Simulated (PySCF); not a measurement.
Give a GFN2-xTB geometry of `C#C/C(=C\OC)OC(F)F`.

```xyz
16
C6H6F2O2 angstrom
C      1.3055    2.2963   -0.1888
C      0.6122    1.3157   -0.1478
C     -0.3128    0.2461   -0.1359
C     -0.0931   -1.0520    0.1294
O      1.0285   -1.6906    0.4961
C      2.2329   -0.9642    0.6125
O     -1.6074    0.6809   -0.4925
C     -2.6447    0.1751    0.1862
F     -3.6505    1.0624    0.1624
F     -3.1442   -0.9505   -0.4017
H      1.9528    3.1213   -0.2134
H     -0.9121   -1.7570    0.0658
H      2.9858   -1.6926    0.9092
H      2.1520   -0.1850    1.3739
H      2.5127   -0.5077   -0.3393
H     -2.4253   -0.0893    1.2399
```

Orientation and origin are arbitrary. Atoms count from 1 in this order. Of the pairs four or more bonds apart, C2···C6 is among the closest relative to their van der Waals radii: 2.90 Å, 85 % of the sum of Bondi's values. The C–O distances run from 1.339 Å (O7–C8, drawn single) to 1.411 Å (C3–O7, drawn single), a spread of 0.072 Å. The C–F distances run from 1.341 Å (C8–F9, drawn single) to 1.365 Å (C8–F10, drawn single), a spread of 0.024 Å. The 3 C–C bonds span 1.202 Å (C1≡C2, drawn triple) to 1.414 Å (C2–C3, drawn single), a spread of 0.212 Å.

Bonds between heavy atoms (Å): C1≡C2 1.202, C2–C3 1.414, C3=C4 1.343, C4–O5 1.342, O5–C6 1.411, C3–O7 1.411, O7–C8 1.339, C8–F9 1.341, C8–F10 1.365.

The geometry is computed with GFN2-xTB (gas phase).

Point group: C1 (no symmetry element, even within 0.4 Å). No frequency check. The numbers are those of one conformer (C3–C4–O5–C6 -2°, C2–C3–O7–C8 -140°, C3–O7–C8–F9 153°).
